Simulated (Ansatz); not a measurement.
`O[SiH]([SiH3])Cl`, relaxed with RKS PBE-D4/def2-SVP in Ansatz 0.2.0 from a rough embedded geometry. The force threshold is 0.03 eV/Å; the program also tests the step.

The species carries charge 0 and has multiplicity 1.

Start:

```xyz
9

O    -1.479    0.793   -1.078
Si    0.072    0.223   -0.854
Si    0.299   -0.769    1.197
Cl    1.212    1.826   -1.015
H    -1.497    1.806   -1.256
H     0.424   -0.686   -1.991
H    -0.631   -2.007    1.307
H    -0.101    0.118    2.287
H     1.702   -1.304    1.403
```

```
         step  energy (eV)  largest force (eV/Å)  largest move (Å)
            1  -30382.1853                 2.838             0.000
            2  -30382.4820                 0.719             0.188
            3  -30382.5077                 0.228             0.074
            4  -30382.5135                 0.192             0.029
            5  -30382.5208                 0.237             0.062
            6  -30382.5267                 0.264             0.053
            7  -30382.5533                 0.124             0.200
            8  -30382.5643                 0.137             0.155
            9  -30382.5651                 0.121             0.039
10 (rejected)  -30382.5236                 1.645             0.143
           11  -30382.5667                 0.033             0.039
           12  -30382.5669                 0.029             0.024
```

End:

```xyz
9

O    -1.490    0.938   -0.855
Si    0.067    0.315   -0.816
Si    0.285   -0.821    1.222
Cl    1.495    1.852   -0.827
H    -1.740    1.403   -1.674
H     0.355   -0.513   -2.041
H    -0.702   -1.953    1.324
H     0.050    0.152    2.344
H     1.680   -1.373    1.324
```

Hardware: 2 threads of a server CPU on a shared host. Wall time 22 s, peak host memory 0.13 GiB.
